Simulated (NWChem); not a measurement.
System: C$_{3}$H$_{4}$F$_{2}$; SMILES CC=C(F)F

```xyz
9

C      0.0155     2.0045     0.0000
C     -0.6827     0.6789     0.0000
C     -0.0541    -0.5040     0.0000
F      1.2674    -0.6654     0.0000
F     -0.6598    -1.6864     0.0000
H     -0.2623     2.6076    -0.8906
H      1.1156     1.8853     0.0000
H     -0.2623     2.6076     0.8906
H     -1.7820     0.6360     0.0000
```
Atoms are numbered in this order, from 1.

Level: PBE-D3(BJ)/def2-SVP (NWChem), optimised geometry, unscaled harmonic frequencies. 

Task: List the harmonic frequencies with IR intensities, and the thermochemistry.

Result: 
| frequency (cm⁻¹) | IR intensity (km/mol) |
|---|---|
| 145 | 0.1 |
| 229 | 1.6 |
| 238 | 1.0 |
| 490 | 6.1 |
| 575 | 0.5 |
| 593 | 1.0 |
| 774 | 30.6 |
| 839 | 8.1 |
| 990 | 70.5 |
| 1007 | 0.0 |
| 1109 | 7.9 |
| 1226 | 119.0 |
| 1310 | 125.4 |
| 1361 | 25.5 |
| 1407 | 7.7 |
| 1415 | 0.7 |
| 1774 | 201.6 |
| 2965 | 24.8 |
| 3030 | 11.7 |
| 3081 | 6.3 |
| 3140 | 5.2 |

```yaml
zero_point_energy: 39.6 kcal/mol
thermal correction to the enthalpy at 298.15 K (with zero-point energy): 43.5 kcal/mol
heat capacity Cv: 17.8 cal/(mol K)
entropy at 298.15 K and 1 atm (symmetry number 1): 73.4 cal/(mol K)
dipole_moment: 1.28 D
```

Rigid rotor and harmonic oscillator.
